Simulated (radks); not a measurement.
Results of a calculation; reference values are marked as such.
Question: The rubidium ion Rb4+, 33 electrons, occupied as [Ar] 3d10 4s1 4p3 5p1 (not the ground configuration). Code: a radial shooting solver on a logarithmic mesh with Libxc functionals. Model: scalar-relativistic Kohn-Sham, LDA (Slater exchange, VWN5 correlation), spin-polarised, spherical densities, finite nucleus; open shells are filled with parallel spins first (spin-orbit coupling, left out, can overturn this in heavy ions); Fermi nuclear charge, rms radius 4.2036 fm. Some entries of the table are withheld. Estimate them.

| orbital | occ. | eigenvalue (eV) | <1/r> (bohr^-1) | <r^2> (bohr^2) |
|---|---|---|---|---|
| 1s up | 1 | -15073.97 | 37.83 | 0.002192 |
| 1s down | 1 | -15073.34 | 37.83 | 0.002192 |
| 2s up | 1 | -2068.351 | 8.421 | 0.03738 |
| 2s down | 1 | -2067.930 | 8.421 | 0.03738 |
| 2p up | 3 | -1842.551 | 8.237 | 0.02946 |
| 2p down | 3 | -1842.011 | 8.236 | 0.02946 |
| 3s up | 1 | -359.1076 | 2.807 | 0.3001 |
| 3s down | 1 | -358.2894 | 2.810 | 0.2990 |
| 3p up | 3 | -286.6279 | 2.657 | 0.3144 |
| 3p down | 3 | -285.7110 | 2.661 | 0.3126 |
| 3d up | 5 | (1) | 2.398 | 0.3343 |
| 3d down | 5 | (2) | 2.408 | 0.3284 |
| 4s up | 1 | -87.5031 | 1.012 | 1.995 |
| 4s down | 0 | -81.4594 | 1.017 | 2.003 |
| 4p up | 3 | -68.9089 | 0.9078 | 2.438 |
| 4p down | 0 | -62.9036 | 0.9028 | 2.496 |
| 5p up | 1 | (3) | (4) | 11.27 |
| 5p down | 0 | (5) | (6) | 12.32 |

Answer: 
(1) 3d up eigenvalue (eV): -166.2365
(2) 3d down eigenvalue (eV): -165.1536
(3) 5p up eigenvalue (eV): -28.5075
(4) 5p up <1/r> (bohr^-1): 0.4202
(5) 5p down eigenvalue (eV): -26.1221
(6) 5p down <1/r> (bohr^-1): 0.4016
